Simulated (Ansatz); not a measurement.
Harmonic frequencies (cm⁻¹) at PBE0-D4/def2-TZVP from Ansatz: 58, 121, 249, 289, 390, 444, 489, 531, 569, 730, 773, 818, 1570, 1890, 1916, 1917, 3601, 3693.

Each molecule was computed in one conformer, which needn't be the lowest.

(1) Which molecule is it?
A. `[NH2][AlH][GaH2]`
B. `[NH2][GaH][AlH2]`
C. `CB1[SiH2]S1`
D. `[F][GeH]1[CH2][NH]1`

Results:

(1) A.
